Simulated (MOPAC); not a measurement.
A run for MOPAC: PM6 on BeSi-, 2S+1 = 4, a spin state set in the input, which need not be the lowest, a point of a bond scan (R = 2.169 Å). Charge -1.

```
PM6 1SCF PRECISE CHARGE=-1 UHF MS=1.5 THREADS=1
BeSi

Be     0.00000000 1     0.00000000 1     0.00000000 1
Si     0.00000000 1     0.00000000 1     2.16879000 1
```

Program output:

```
*******************************************************************************
 **                                                                           **
 **                              MOPAC v23.2.5                                **
 **                                                                           **
 *******************************************************************************
 ** MOPAC's Digital Object Identifier: https://doi.org/10.5281/zenodo.6511958 **
 **                                                                           **
 ** Please cite the open-source release paper for use of this MOPAC version:  **
 ** J. E. Moussa and J. J. P. Stewart (2026)                                  **
 ** MOPAC: An open-source semiempirical molecular orbital program             **
 ** J. Open Source Softw., 11(119), 8025, https://doi.org/10.21105/joss.08025 **
 *******************************************************************************

                              PM6 CALCULATION RESULTS

 *******************************************************************************
 *  PM6        - The PM6 Hamiltonian to be used
 *  UHF        - UNRESTRICTED HARTREE-FOCK CALCULATION
 *
 *
 *
 *                 CHARGE ON SYSTEM = -1
 *
 *
 *
 *  MS=        - IN MECI, MAGNETIC COMPONENT OF SPIN =  1.5
 *  PRECISE    - TIGHTER CRITERIA TO BE USED
 *  1SCF       - DO 1 SCF AND THEN STOP
 *  THREADS=1  - MULTI-THREADING NOT USED
 *  T=         - A TIME OF 172800.0 SECONDS REQUESTED
 *  DUMP=N     - RESTART FILE WRITTEN EVERY 7200.0 SECONDS REQUESTED
 *******************************************************************************
PM6 1SCF PRECISE CHARGE=-1 UHF MS=1.5 THREADS=1
 BeSi

   ATOM   CHEMICAL          X               Y               Z
  NUMBER   SYMBOL      (ANGSTROMS)     (ANGSTROMS)     (ANGSTROMS)

     1      Be          0.00000000  *   0.00000000  *   0.00000000  *
     2      Si          0.00000000  *   0.00000000  *   2.16879000  *



          CARTESIAN COORDINATES

    NO.       ATOM           X           Y           Z

     1        Be          0.0000      0.0000      0.0000
     2        Si          0.0000      0.0000      2.1688

 General Reference for PM6:
 "Optimization of Parameters for Semiempirical Methods V: Modification of NDDO Approximations
 and Application to 70 Elements", J. J. P. Stewart, J. Mol. Mod., 13, 1173-1213 (2007)
 URL: https://link.springer.com/article/10.1007/s00894-007-0233-4

           Empirical Formula: Be Si  =     2 atoms



      MOLECULAR POINT GROUP   :   C*v


          UHF CALCULATION, NO. OF ALPHA ELECTRONS =    5
                           NO. OF BETA  ELECTRONS =    2

 -------------------------------------------------------------------------------
 PM6 1SCF PRECISE CHARGE=-1 UHF MS=1.5 THREADS=1
 BeSi



     1SCF WAS SPECIFIED, SO BFGS WAS NOT USED
     SCF FIELD WAS ACHIEVED


                              PM6 CALCULATION
                                                       MOPAC v23.2.5 Linux




          FINAL HEAT OF FORMATION =        137.50894 KCAL/MOL =     575.33740 KJ/MOL


          COSMO AREA              =         99.57 SQUARE ANGSTROMS
          COSMO VOLUME            =         88.45 CUBIC ANGSTROMS

          IONIZATION POTENTIAL    =          2.683956 EV
          ALPHA SOMO LUMO (EV)    =         -2.684  5.913
          BETA  SOMO LUMO (EV)    =         -3.077  2.740
          NO. OF ALPHA ELECTRONS  =          5
          NO. OF BETA  ELECTRONS  =          2
          MOLECULAR WEIGHT        =         37.0977         POINT GROUP:  C*v

          MOLECULAR DIMENSIONS (Angstroms)

            Atom       Atom       Distance
           Si     2   Be     1     2.16879
           Si     2   Be     1     0.00000
           Be     1   Si     2     0.00000


          SCF CALCULATIONS        =          1





   ATOM   CHEMICAL          X               Y               Z
  NUMBER   SYMBOL      (ANGSTROMS)     (ANGSTROMS)     (ANGSTROMS)

     1      Be          0.00000000  *   0.00000000  *   0.00000000  *
     2      Si          0.00000000  *   0.00000000  *   2.16879000  *

                             CARTESIAN COORDINATES

   1   Be        0.000000000     0.000000000     0.000000000
   2   Si        0.000000000     0.000000000     2.168790000


           Empirical Formula: Be Si  =     2 atoms



      MOLECULAR POINT GROUP   :   C*v


          ALPHA EIGENVALUES
 -12.06057  -5.42164  -3.03920  -2.68396  -2.68396   5.91305   7.32611   7.32611
   8.44347   8.44347   8.93385   8.93385   9.11204


           BETA EIGENVALUES
  -9.56783  -3.07699   2.74024   2.74024   4.12857   7.37554   7.85968   7.85968
   9.13928   9.13928   9.40956   9.40956   9.60548


              NET ATOMIC CHARGES AND DIPOLE CONTRIBUTIONS

  ATOM NO.   TYPE          CHARGE      No. of ELECS.   s-Pop       p-Pop       d-Pop
    1         Be           0.235498        1.7645     1.16804     0.59647
    2         Si          -1.235498        5.2355     1.90999     3.29741     0.02810
 DIPOLE           X         Y         Z       TOTAL
 POINT-CHG.     0.000     0.000    -4.984     4.984
 HYBRID         0.000     0.000     0.785     0.785
 SUM            0.000     0.000    -4.199     4.199


          ATOMIC ORBITAL ELECTRON POPULATIONS

     Atom    s        px        py        pz      x^2-y^2     xz        z^2       yz        xy
    1 Be   1.16804   0.01838   0.01838   0.55971
    2 Si   1.90999   0.98033   0.98033   1.33674   0.00000   0.00129   0.02553   0.00129   0.00000


                    (SZ)    =    1.500000
                    (S**2)  =    3.801953


          ATOMIC ORBITAL SPIN POPULATIONS

    Atom   Total    s     px     py     pz   x^2-y^2  xz     z^2    yz     xy
         Atomic
    1 Be  0.7309  0.321  0.018  0.018  0.373
    2 Si  2.2691  0.007  0.980  0.980  0.303  0.000  0.001 -0.004  0.001  0.000

 **********************
 *                    *
 * JOB ENDED NORMALLY *
 *                    *
 **********************




 == MOPAC DONE ==
```

The run finished.

Cost: about 0.020 core-seconds (a rough figure).
